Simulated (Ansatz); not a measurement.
Geometry optimisation, RKS PBE0-D4/def2-SVP (Ansatz).

Input file:

```yaml
crystal:
  periodic: [false, false, false]
  atoms:
    - { symbol: B, position_ang: [-1.6432, 0.314, 0.4191] }
    - { symbol: C, position_ang: [-0.3732, 0.1231, -0.4399] }
    - { symbol: Ge, position_ang: [0.2602, -1.6746, -0.1355] }
    - { symbol: Si, position_ang: [1.0018, 1.3847, 0.062] }
    - { symbol: Cl, position_ang: [2.619, 1.1743, -1.1753] }
    - { symbol: H, position_ang: [-2.7057, 0.6357, -0.1411] }
    - { symbol: H, position_ang: [-1.6443, 0.2672, 1.5893] }
    - { symbol: H, position_ang: [-0.5562, 0.2663, -1.525] }
    - { symbol: H, position_ang: [-0.9126, -2.70422, -0.53559] }
    - { symbol: H, position_ang: [0.54844, -1.87951, 1.38292] }
    - { symbol: H, position_ang: [1.50293, -1.96917, -0.97058] }
    - { symbol: H, position_ang: [1.3267, 1.1601, 1.4859] }
    - { symbol: H, position_ang: [0.3334, 2.7584, -0.0975] }
basis:
  gaussian: { orbitals: def2-SVP }
hamiltonian:
  xc: pbe0
  dispersion: d4
relax:
  f_tol: 0.015
  max_steps: 40
output:
  orbitals: {}
```

Command:

```bash
$ ansatz run input.yaml --threads 2 --pin off --max-ram 3072MiB --backend cpu --events-out ev --progress --plain --runs-dir out
```

Problem. Where does it end, and by what steps?

Solution. The run converged. After 15 steps the energy has fallen by 0.279 eV; H11 moved furthest, 0.77 Å.

```csv
step,energy less start (eV),largest force component (eV/Å),accepted
0,0.0000,1.999,yes
1,-0.1450,0.994,yes
2,-0.2172,0.424,yes
3,-0.2250,0.127,yes
4,-0.2374,0.123,yes
5,-0.2393,0.321,yes
6,-0.2512,0.115,yes
7,-0.2605,0.048,yes
8,-0.2660,0.174,yes
9,-0.2480,0.540,no
10,-0.2740,0.070,yes
11,-0.2769,0.068,yes
12,-0.2778,0.079,yes
13,-0.2785,0.042,yes
14,-0.2788,0.020,yes
15,-0.2789,0.012,yes
```

```xyz
13
Properties=species:S:1:pos:R:3
B -1.679 0.206 0.310
C -0.371 0.288 -0.495
Ge 0.213 -1.605 -0.187
Si 0.942 1.431 0.166
Cl 2.797 0.933 -0.641
H -2.748 0.071 -0.240
H -1.647 0.210 1.523
H -0.504 0.395 -1.583
H -1.024 -2.490 0.069
H 1.135 -1.660 1.038
H 0.923 -2.074 -1.462
H 1.042 1.307 1.646
H 0.677 2.845 -0.224
```

Whether the end is a true minimum wasn't checked by a vibrational analysis.

Run time: 2.6 min on 2 threads of Intel(R) Xeon(R) Platinum 8259CL CPU @ 2.50GHz (Skylake/Cascade Lake), with other jobs on the host, peak memory 0.41 GiB.
